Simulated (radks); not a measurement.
The numbers below are computed, except where a source is named.
Species: Br-. Configuration: [Kr].

Level of theory: scalar-relativistic Kohn-Sham, PBE, spin-polarised, spherical densities, finite nucleus; Fermi nuclear charge, rms radius 4.1629 fm; Watson sphere of charge +0.88 and radius 4.96 bohr (a radial shooting solver on a logarithmic mesh with Libxc functionals).

Energy parts (hartree; the electron-nucleus part includes the sphere):
| part | energy |
|---|---|
| total | -2612.91058 |
| kinetic | 2662.87277 |
| electron-nucleus | -6303.03076 |
| Hartree | 1119.59875 |
| exchange-correlation | -92.35133 |

Orbitals (lengths in bohr, moments of r in powers of bohr):
orbital  occ.  eigenvalue (hartree)   <1/r>     <r^2>
1s          2             -489.2597   35.66  0.002461
2s          2             -63.52651   7.897   0.04236
2p          6             -56.01051   7.729   0.03350
3s          2              -8.58671   2.593    0.3498
3p          6              -6.21348   2.440    0.3728
3d         10              -2.28974   2.152    0.4330
4s          2              -0.59505  0.7802     3.374
4p          6              -0.16470  0.5858     6.485

The highest occupied level is 4p at -4.482 eV. The electron density at the nucleus is 4.498e+04 e/bohr^3 (large components only). The density falls to 0.001 e/bohr^3 at r = 4.58 bohr.
